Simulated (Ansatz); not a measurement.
Cost and result for the atomization energy of C2H6ClFOSSi, SMILES `CO[Si](F)(Cl)SC` (13 atoms, 12 bonds).

```xyz
13

C     1.7906    1.8609    0.1852
O     0.7920    1.5101   -0.7573
Si   -0.0231    0.1219   -0.8081
F     0.9641   -1.1163   -0.9682
Cl   -1.1612    0.1407   -2.4899
S    -1.1471   -0.1247    0.9463
C    -1.7458   -1.8217    0.6782
H     2.6852    1.2486    0.0462
H     2.0462    2.9074    0.0205
H     1.4297    1.7397    1.2103
H    -0.9139   -2.5180    0.5919
H    -2.3758   -1.8714   -0.2089
H    -2.3410   -2.0772    1.5537
```

The species carries charge 0 and has multiplicity 1. Geometry: relaxed with PBE0-D4/def2-TZVP. It is one conformer, not always the lowest. Program: Ansatz. All runs use 2 threads of an AMD EPYC 7R13 on a shared host and a share of an NVIDIA H100 80 GB. Times are those of one run each, without the atoms' runs, and a repeat can differ threefold. Electronic energies, without spin–orbit coupling; frozen cores. CCSD(T)/CBS adds CCSD(T) − MP2 in def2-TZVPP to the MP2 limit, and its time is that of the two runs behind it. T1 = 0.011. B3LYP takes the VWN-RPA correlation (the form of Gaussian; ORCA's B3LYP/G).

CCSD(T)/CBS is a level of theory with its own doubt, some kJ/mol a heavy atom from the limit and from the frozen cores, so smaller differences don't rank the functionals.

| level | functions | wall time | atomization (kJ/mol) | difference from CCSD(T)/CBS | per bond |
| --- | --- | --- | --- | --- | --- |
| PBE-D4/def2-TZVPP (with forces) | 334 | 2.7 s | 5113.0 | 74.9 | 6.2 |
| r2SCAN-D4/def2-TZVPP (with forces) | 334 | 2.9 s | 5049.4 | 11.3 | 0.9 |
| PBE0-D4/def2-TZVPP | 334 | 3.1 s | 5025.2 | -12.9 | -1.1 |
| B2PLYP/def2-TZVPP | 334 | 3.1 s | 4955.6 | -82.5 | -6.9 |
| B3LYP-D4/def2-TZVPP (with forces) | 334 | 3.9 s | 5000.5 | -37.6 | -3.1 |
| ωB97M-V/def2-TZVPP (with forces) | 334 | 4.5 s | 5050.9 | 12.8 | 1.1 |
| MP2/def2-QZVPP | 618 | 4.7 s | 5101.8 | 63.7 | 5.3 |
| ωB97X-V/def2-TZVPP | 334 | 4.9 s | 5046.0 | 7.9 | 0.7 |
| CCSD(T)/def2-TZVPP | 334 | 8.6 s | 4890.0 | -148.1 | -12.3 |
| CCSD(T)/CBS(def2) | – | 13 s | 5038.1 | 0.0 | 0.0 |

From PBE to PBE0 (25 % exact exchange), in def2-TZVPP and without D4, the atomization energy moves by −82.4 kJ/mol: exact exchange takes away binding that semilocal exchange gives to molecules. The D4 term adds +61.3 kJ/mol with B3LYP and +32.5 kJ/mol with PBE0; it sums over pairs of atoms, weighted by their polarisabilities, and B3LYP, whose exchange is more repulsive, gets the larger term. In def2-TZVPP, CCSD(T) changes the Hartree–Fock value by +1205.2 kJ/mol (the triples alone add +79.6 kJ/mol) and MP2 by +1328.6 kJ/mol; breaking electron pairs costs correlation energy, which Hartree–Fock lacks.
